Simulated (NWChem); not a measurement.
Species: C4H12Ge; SMILES C[C](C)(C)[GeH3]

```xyz
17

Ge     0.0000     0.0000    -1.1607
C      0.0000     0.0000     0.8387
C      0.0000     1.4557     1.3312
C      1.2607    -0.7278     1.3312
C     -1.2607    -0.7278     1.3312
H      1.2574     0.7421    -1.6974
H      0.0139    -1.4600    -1.6974
H     -1.2714     0.7179    -1.6974
H     -0.0004     1.4862     2.4438
H      0.8966     2.0104     0.9853
H     -0.8965     2.0105     0.9848
H      2.1894    -0.2289     0.9848
H      1.2927    -1.7817     0.9853
H      1.2872    -0.7428     2.4438
H     -1.2929    -1.7816     0.9848
H     -2.1894    -0.2287     0.9853
H     -1.2869    -0.7434     2.4438
```
Atoms are numbered in this order, from 1.

Program: NWChem. Pople sets run with spherical d functions. The geometry was optimised at PBE-D3(BJ)/def2-SVP. Not confirmed as a minimum by frequencies. Total energies compare along this basis series because the functional is fixed.

| level | basis functions | energy (Ha) | highest occupied level (eV) | orbital gap (eV) | dipole (D) | relative time |
|---|---|---|---|---|---|---|
| B3LYP/STO-3G | 50 | -2210.8293 | -4.76 | 11.52 | 0.05 | 1 |
| B3LYP/3-21G | 82 | -2225.7826 | -7.24 | 8.59 | 0.79 | 1 |
| B3LYP/6-31G* | 112 | -2236.4035 | -7.31 | 8.33 | 0.85 | 5 |
| B3LYP/6-311G** | 188 | -2236.7038 | -7.50 | 7.98 | 0.86 | 4 |

Times are rough ratios from one shared machine.
